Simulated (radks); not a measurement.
Results of a calculation; reference values are marked as such.
Task: The mean radii <r> (bohr) of the occupied orbitals of an atom or ion are listed with their occupations. Code: a radial shooting solver on a logarithmic mesh with Libxc functionals. Model: scalar-relativistic Kohn-Sham, PBEsol, spin-polarised, spherical densities, finite nucleus; Fermi nuclear charge, rms radius of each element as measured or else 0.836 A^(1/3) + 0.57 fm.

| orbital | occ. | <r> |
|---|---|---|
| 1s up | 1 | 0.01659 |
| 1s down | 1 | 0.01659 |
| 2s up | 1 | 0.06910 |
| 2s down | 1 | 0.06909 |
| 2p up | 3 | 0.06230 |
| 2p down | 3 | 0.06230 |
| 3s up | 1 | 0.1664 |
| 3s down | 1 | 0.1665 |
| 3p up | 1 | 0.1644 |

Name the element and its charge. Open shells, if any, are filled with parallel spins first.

Result: Z = 80, mercury, charge +67: Hg67+ in [Ne] 3s2 3p1. The 1s radius gives Z: for a bare nucleus <r> = (2 gamma + 1)/(2Z) with gamma = sqrt(1 - (Z/c)^2), 0.0164 bohr for Z = 80, and screening makes it slightly larger (0.01659 here). The occupations add up to 13, and the charge is Z minus that.
